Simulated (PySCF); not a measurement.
**Working with the constants of BeH**

UHF-CCSD(T) constants of BeH, ²Σ⁺ (doublet), unpaired electrons σ ↑ (Be 6-31G(d,p), H 6-31G(d,p); no relativity (PySCF 2.14); masses 9.0122 and 1.0078 u):

```
ωe           : 2097.8 cm⁻¹
ωexe         : 38.3 cm⁻¹
Be           : 10.279 cm⁻¹
αe           : 0.291 cm⁻¹
De to Be + H : 1.97 eV
```

What force constant and bond length do these constants imply?

Reduced mass μred = 0.90646 u; k = 5.8918×10⁻⁷·μred·ωe² (u, cm⁻¹, mdyn/Å) = 2.35 mdyn/Å; Re = √(16.8576/(μred·Be)) (u, cm⁻¹, Å) = 1.345 Å.

Estimate the centrifugal constant D from the Kratzer relation and find the Dunham coefficient a1.

D = 4Be³/ωe² = 0.000987 cm⁻¹; a1 = −1 − αeωe/(6Be²) = -1.96.

Correlated steps freeze no core orbitals. Correlated levels converge slowly with the basis: in double zeta they bind strong bonds too weakly, by up to about 1 eV, and carry superposition errors of some tenths. The state was picked by a PBE0 search and need not be the measured ground state.
